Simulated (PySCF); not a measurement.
C₃H₉O₂Si, SMILES [SiH](C)(OCC)[O], doublet (GFN2-xTB optimised geometry):

```
15

C     -3.296    -0.619    -2.147
C     -1.885    -1.138    -2.377
O     -1.163    -1.261    -1.196
Si    -0.916    -0.173     0.000
C      1.082    -0.173     0.000
O     -1.430     1.261     0.000
H     -3.252     0.363    -1.684
H     -3.828    -0.553    -3.092
H     -3.831    -1.290    -1.479
H     -1.354    -0.454    -3.053
H     -1.908    -2.131    -2.844
H     -1.044    -1.122     1.119
H      1.376     0.273     0.935
H      1.362     0.443    -0.839
H      1.430    -1.187    -0.103
```

Level of theory: unrestricted PBE0/def2-TZVP (PySCF).

Task: What are the frontier orbital energies (α orbitals alone; a β orbital can be the lowest empty one) and the dipole moment?

Result: HOMO-2 -9.23 eV, HOMO-1 -8.64 eV, HOMO -7.96 eV, LUMO 1.03 eV, LUMO+1 1.28 eV; dipole moment 2.29 D.

On the same geometry PySCF 2.14.0 with unrestricted PBE/def2-TZVP gives HOMO-2 -7.42 eV, HOMO-1 -6.85 eV, HOMO -6.57 eV, LUMO 0.18 eV, LUMO+1 0.49 eV; dipole moment 2.70 D.

Meta-Löwdin charges at PBE0/def2-TZVP: C1 -0.37, C2 0.02, O3 -0.61, Si4 1.16, C5 -0.49, O6 -0.67, H7 0.13, H8 0.12, H9 0.12, H10 0.10, H11 0.11, H12 -0.09, H13 0.15, H14 0.15, H15 0.15.
